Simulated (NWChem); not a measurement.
Species: CH3BeFS; SMILES [Be]([S]C)[F]

```xyz
7

Be     0.0716    -1.0365    -0.0003
F     -0.4185    -2.3396    -0.0011
S      0.7721     0.7263     0.0012
C     -0.7756     1.7114     0.0032
H     -1.3750     1.5305    -0.8990
H     -0.4704     2.7661     0.0098
H     -1.3794     1.5206     0.9002
```
Atoms are numbered in this order, from 1.

Program: NWChem. Pople sets run with spherical d functions. All runs use the structure optimised with PBE0/def2-SVP. Vzz is the largest principal value of the second derivative of the potential at the nucleus (NWChem prints the opposite sign); η is the asymmetry. Non-relativistic.

Q: Order these runs by computing time, cheapest first, and give rough ratios: Hartree-Fock/6-31G*; CAM-B3LYP/def2-TZVP; CAM-B3LYP/def2-SVP.

A: Hartree-Fock/6-31G* (1), CAM-B3LYP/def2-SVP (3), CAM-B3LYP/def2-TZVP (30). Ratios are rough, from one shared machine; the cheapest took very roughly 2.5 core-seconds. What differs between the cheapest and the dearest: Vzz Be1 (a.u.) -0.186 → -0.190; η Be1 0.18 → 0.21; Vzz S3 (a.u.) 2.016 → 2.279; η S3 0.61 → 0.57.
